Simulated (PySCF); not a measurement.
Identify the unknown among the candidates.

All candidates are C6H8O2.

| technique | computed result |
| --- | --- |
| UV, first state | lowest singlet excitation: 5.40 eV (230 nm, f = 0.930) [TDDFT CAM-B3LYP/def2-SVPD] |
| 1H NMR | chemical shifts (computed TMS as zero) by class: 7.77 (1 H), 6.36 (1 H), 6.10 (1 H), 5.45 (1 H), 5.36 (1 H), 2.06 (3 H) ppm [GIAO PBE0/pcSseg-1] |
| Valence photoelectron | vertical ionisation energy: 8.47 eV [ΔSCF CAM-B3LYP/def2-SVPD] |
| NMR, other nuclei | isotropic shieldings of nuclei other than C and H, by class: -114 (1 O), 76 (1 O) ppm [GIAO PBE0/pcSseg-1] |
| Triplet | lowest triplet excitation (Tamm–Dancoff): 3.04 eV [TDA CAM-B3LYP/def2-SVPD] |
| Dipole | 1.94 D [CAM-B3LYP/def2-SVPD] |
| Couplings | largest of the computed one-bond spin–spin couplings (means over like bonds): 13C–1H +195.5, 13C–1H +171.6, 13C–1H +165.7, 13C–1H +161.4, 13C–1H +159.4, 13C–1H +137.1 (×3), 13C–13C +93.0, 13C–13C +77.8 Hz [B3LYP/pcJ-1, spin–dipole term left out] |
| Polarisability | 91.7 au [CAM-B3LYP/def2-SVPD] |
| Rotational structure | rotational constants A, B, C: 8.461, 0.779, 0.716 GHz [PBE0-D3(BJ)/def2-SVP] |
| 13C NMR | chemical shifts (computed TMS as zero) by class: 169.6 (1 C), 145.9 (1 C), 140.8 (1 C), 124.0 (1 C), 120.2 (1 C), 21.6 (1 C) ppm [GIAO PBE0/pcSseg-1] |

Electronic properties: PySCF, gas phase, density fitting. Levels stand in brackets. Geometry: PBE0-D3(BJ)/def2-SVP, one conformer, isolated molecule. NMR classes are plain means over equivalent atoms (diastereotopic ones count apart unless rotation or inversion swaps them), as if these changed places fast.

Task: Which candidate is it?
A. `COCc1ccoc1`
B. `C=C/C=C/OC(C)=O`
C. `COC1=CC(=O)CC1`

Result: B. It is `C=C/C=C/OC(C)=O`. Numbering: `[CH2:1]=[CH:2]/[CH:3]=[CH:4]/[O:5][C:6]([CH3:7])=[O:8]`. Its formula, C6H8O2, gives 3 degrees of unsaturation: 0 rings and 3 π bonds in the structure found. 6 carbons fall into 6 classes; from least to most shielded: ester carbonyl carbon [C6] (169.6 ppm), vinylic carbon bearing oxygen [C4] (145.9 ppm), alkene CH carbon [C2] (140.8 ppm), terminal =CH2 carbon [C1] (124.0 ppm), alkene CH carbon [C3] (120.2 ppm), methyl carbon next to a carbonyl [C7] (21.6 ppm). Hydrogen classes from least to most shielded: 1 H on a vinylic carbon bearing oxygen, C4 (7.77 ppm), 1 H on an alkene CH carbon, C2 (6.36 ppm), 1 H on an alkene CH carbon, C3 (6.10 ppm), 1 H on a terminal =CH2 carbon, C1 (5.45 ppm), 1 H on a terminal =CH2 carbon, C1 (5.36 ppm), 3 H on a methyl carbon next to a carbonyl, C7 (2.06 ppm). The other shieldings belong to: -114 ppm, ester carbonyl oxygen [O8]; 76 ppm, ester single-bonded oxygen [O5]. The couplings run between: +195.5 Hz, vinylic carbon bearing oxygen [C4] and its hydrogen; +171.6 Hz, terminal =CH2 carbon [C1] and its hydrogen; +165.7 Hz, terminal =CH2 carbon [C1] and its hydrogen; +161.4 Hz, alkene CH carbon [C3] and its hydrogen; +159.4 Hz, alkene CH carbon [C2] and its hydrogen; +137.1 Hz, methyl carbon next to a carbonyl [C7] and its hydrogen (with 2 like pairs); +93.0 Hz, alkene CH carbon [C3] and vinylic carbon bearing oxygen [C4]; +77.8 Hz, terminal =CH2 carbon [C1] and alkene CH carbon [C2]. The first electron is taken from the HOMO, whose largest Löwdin shares are 0.23 on the terminal =CH2 carbon, 0.20 on the vinylic carbon bearing oxygen, 0.19 on an alkene CH carbon and 0.16 on an alkene CH carbon. By its constants the optimised geometry is an asymmetric top.

The others, at the same levels:
- `COC1=CC(=O)CC1` fails: its computed 13C shifts are 202.0 (1 C), 195.2 (1 C), 108.0 (1 C), 57.5 (1 C), 35.3 (1 C), 30.1 (1 C) ppm, 1H shifts are 5.15 (1 H), 3.70 (3 H), 2.37 (2 H), 2.18 (2 H) ppm and lowest singlet excitation is 4.38 eV (283 nm, f = 0.000) (against 5.40 eV).
- `COCc1ccoc1` fails: its computed lowest singlet excitation is 6.27 eV (198 nm, f = 0.137) (against 5.40 eV), vertical ionisation energy is 8.86 eV (against 8.47 eV) and lowest triplet excitation (Tamm–Dancoff) is 4.08 eV (against 3.04 eV).

Each candidate is one conformer, not necessarily the lowest. The conformers computed, where there is a choice (atom-mapped SMILES and torsion angles):
- `[CH2:1]=[CH:2]/[CH:3]=[CH:4]/[O:5][C:6]([CH3:7])=[O:8]`: C1–C2–C3–C4 180°, C3–C4–O5–C6 180°, C4–O5–C6–C7 180°
- `[CH3:1][O:2][C:3]1=[CH:4][C:5](=[O:6])[CH2:7][CH2:8]1`: C1–O2–C3–C4 0°
- `[CH3:1][O:2][CH2:3][c:4]1[cH:5][cH:6][o:7][cH:8]1`: C1–O2–C3–C4 -67°, O2–C3–C4–C5 -52°
